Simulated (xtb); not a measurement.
xtb input:

```bash
xtb mol.xyz --gfn 1 --sp --chrg 0 --uhf 0
```
mol.xyz:
```
12

C      2.29424407     0.82294641     0.26254935
O      1.66456587    -0.32949939    -0.27814800
Ga    -0.09780624    -0.57363396    -0.28357663
O     -0.99409902     0.78497234     0.46360399
C     -2.40142331     0.84168256     0.58655226
H      2.87509530     1.31901764    -0.52041305
H      2.98085551     0.52044068     1.05851415
H      1.58065228     1.54199247     0.67402066
H     -0.75785270    -1.83896389    -0.87933348
H     -2.78283685     1.72370845     0.06327236
H     -2.67707907     0.92514976     1.64216343
H     -2.90750025    -0.04024974     0.17439393
```

Task: Predict the final energy.

Result: -18.76035 Eh (GFN1-xTB).
